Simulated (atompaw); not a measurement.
## PBE PAW (atompaw) dataset for Tl, scalar-relativistic all-electron reference.

atompaw 4.2.0.5 input, output lines left out:

```
Tl 81
GGA-PBE scalarrelativistic loggrid 2001 logderivrange -3 5 201
6 6 5 4 0 0
6 1 1
0 0 0
c
c
c
c
c
v
c
c
c
c
v
c
c
v
c
2
2.35 2.20 2.20 2.30
y
0.1
n
y
3.65
n
y
1.25
n
custom rrkj gramschmidtortho besselshape
bessel
2.15
2.15
2.35
2.35
2.35
1.55
```

All-electron outer shells of the reference configuration (PBE, scalar-relativistic, ld1.x):

```json
{"shell": "4f", "level (eV)": "-114.03", "outermost node (bohr)": "–", "outermost maximum (bohr)": "0.36"}
{"shell": "5p", "level (eV)": "-76.10", "outermost node (bohr)": "0.50", "outermost maximum (bohr)": "0.91"}
{"shell": "5d", "level (eV)": "-15.49", "outermost node (bohr)": "0.53", "outermost maximum (bohr)": "1.11"}
{"shell": "6s", "level (eV)": "-9.55", "outermost node (bohr)": "1.04", "outermost maximum (bohr)": "2.08"}
{"shell": "6p", "level (eV)": "-2.37", "outermost node (bohr)": "1.23", "outermost maximum (bohr)": "2.91"}
```

Calculated quality:

```
Cutoffs needed                                           : 18 Ry and 35 Ry (the cutoffs (Ry, on a coarse ladder) from which the occupation-weighted sum of valence levels, in a spherical-Bessel basis at the reference potential, stays within 10 and 1 mRy of its value at 400 Ry)
Ghost test                                               : no extra level below or beside the all-electron valence levels (s, p, d, f tested) (spherical-Bessel basis up to 400 Ry, 20 bohr box)
Lowest eigenvalue of the overlap operator                : 0.39 (s channel)
Overlap eigenvalues printed by atompaw (projector basis) : 0.00159, 0.486, 1.28, 1.46, 6.63, 6.7
Share of each valence orbital outside the PAW sphere     : 6s 49 %, 6p 84 %, 5d 6 %
```

Generation and tests took about 9.7 s on one core of a shared server CPU.
